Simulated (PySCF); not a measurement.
Cl2H4SSi2, SMILES Cl[SiH2]S[SiH2]Cl. Atoms are numbered in the order given.

```xyz
9

Si    -1.3552     0.9022    -0.0738
Cl    -2.6532    -0.4896     0.7422
S      0.0000     0.0000    -1.4737
Si     1.3552    -0.9022    -0.0738
Cl     2.6532     0.4896     0.7422
H     -0.5950     1.5144     1.0468
H     -2.1416     1.8972    -0.8425
H      0.5950    -1.5144     1.0468
H      2.1416    -1.8972    -0.8425
```

Geometry: r2SCAN-D4/def2-SVP. This is a generated structure with no PubChem entry under its InChIKey; it may be hypothetical. One conformer was computed; it need not be the lowest.

Method: PBE/pcSseg-1 (PySCF).

GIAO shieldings, no solvent; atoms listed in one row are averaged. δ = σ(ref) − σ: ²⁹Si against TMS (σ = 335.4 ppm); ³⁵Cl against HCl (σ = 936.5 ppm); ³³S against H2S (σ = 706.5 ppm); ¹H against TMS (σ = 31.49 ppm), references at their B3LYP-D3(BJ)/def2-TZVP geometries, non-relativistic (without spin–orbit terms, shifts of atoms bonded to Cl or Br come out too high).

Q: Estimate the chemical shifts. (The exact figures need the calculation; the answer reports its results.)

A: 
| nucleus | atoms | count | δ (ppm) |
|---|---|---|---|
| ²⁹Si | Si1, Si4 | 2 | 3.1 |
| ³⁵Cl | Cl2, Cl5 | 2 | 39.2 |
| ³³S | S3 | 1 | 85.5 |
| ¹H | H6, H8 | 2 | 6.26 |
| ¹H | H7, H9 | 2 | 6.15 |
